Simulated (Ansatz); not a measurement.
`N=CB(O)Cl` + `NBCl` → `N=CNBCl` + `OBCl`  (substitution at a C–B bond)

Isolated molecules relaxed with PBE0-D4/def2-TZVP in Ansatz; ΔE leaves out vibrations. CCSD(T)/CBS adds triple-zeta CCSD(T) − MP2 to the extrapolated MP2 energy (def2 sets, frozen cores). This one scheme is used for every species. Functionals use def2-TZVPP. B3LYP here is the variant with VWN-RPA as its local correlation; programs differ in this. One conformer a species, not always the lowest.

`N=CB(O)Cl`:

Z-matrix (Å, degrees):
```
C
B 1 1.571
N 1 1.270 2 126.2
H 1 1.096 2 117.2 3 -180.0
Cl 2 1.771 1 119.9 3 -0.1
O 2 1.342 1 119.1 3 179.9
H 3 1.025 1 110.1 2 0.0
H 6 0.962 2 114.5 1 -180.0
```

`NBCl`:

Z-matrix (Å, degrees):
```
N
B 1 1.383
H 1 1.006 2 123.2
H 1 1.005 2 122.2 3 -180.0
Cl 2 1.768 1 119.7 3 -0.0
H 2 1.191 1 121.5 3 180.0
```

`N=CNBCl`:

Z-matrix (Å, degrees):
```
C
N 1 1.390
N 1 1.260 2 123.7
H 1 1.096 2 111.9 3 180.0
B 2 1.411 1 132.9 3 0.0
H 2 1.008 1 112.5 3 -180.0
H 3 1.015 1 110.1 2 -180.0
Cl 5 1.741 2 124.7 1 0.0
H 5 1.193 2 116.8 1 180.0
```

`OBCl`:

Cartesian coordinates in Å:
```
O -0.399 0.781 -0.599
B 0.290 -0.268 -0.129
Cl 0.042 -0.856 1.518
H -1.016 1.158 0.037
H 1.083 -0.814 -0.826
```

| level | ΔE (kJ/mol) |
| --- | --- |
| PBE | 32.3 |
| B3LYP | 34.0 |
| CCSD(T)/def2-SVP | 31.9 |
| CCSD/CBS(def2) | 40.7 |

Problem. What does CCSD(T)/CBS give? (Best estimate.)

Solution. The calculation gave: +40.4 kJ/mol. The listed levels differ from it by -8.1, -6.4, -8.5, 0.3 kJ/mol.

Largest T1 diagnostic among the species: 0.013.

Leaving LDA and LC-ωPBE aside and taking each functional with its dispersion term where it has one, the values, not all of them listed here, spread over 7.3 kJ/mol, from revPBE-D4 to ωB97M-V. LDA lies −5.5 kJ/mol from PBE without D4. At CCSD(T), def2-SVP lies −8.5 kJ/mol from the extrapolated value and def2-TZVPP −1.1 kJ/mol.
